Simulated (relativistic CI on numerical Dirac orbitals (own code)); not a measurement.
## Spin-allowed bands of a d3 ion in a tetrahedral site, by hand

Problem. Take Δ = 9200 cm⁻¹ and B = 780 cm⁻¹ for a d3 ion in a tetrahedral site. Calculate the three spin-allowed bands.

Working.
1. The terms of highest spin are 4F (energy 0) and 4P (15B = 11700 cm⁻¹). Here the F term splits into A2 at +1.2Δ = 11040, T2 at +0.2Δ = 1840 and T1 at −0.6Δ = -5520 cm⁻¹.
2. The two T1 states mix through the element 0.4Δ: H = [[-5520, 3680], [3680, 11700]], with roots ½(H₁₁ + H₂₂) ∓ ½√[(H₂₂ − H₁₁)² + 4H₁₂²] = ½(6180) ∓ ½(18727) = -6273 and 12453 cm⁻¹.
3. The ground term is 4T1 at -6273 cm⁻¹.
4. Bands: 4T2 8113 cm⁻¹ (1233 nm), 4A2 17313 cm⁻¹ (578 nm), 4T1(P) 18727 cm⁻¹ (534 nm).

Check. Exact diagonalisation of the whole d3 shell with these parameters gives 4T2 8113, 4A2 17313, 4T1 18727 cm⁻¹. The match is exact, since without spin-orbit coupling no other term has this spin. The ratio of the second band to the first, 2.134, depends on Δ/B = 11.8 alone, which is how a Tanabe-Sugano diagram is read.
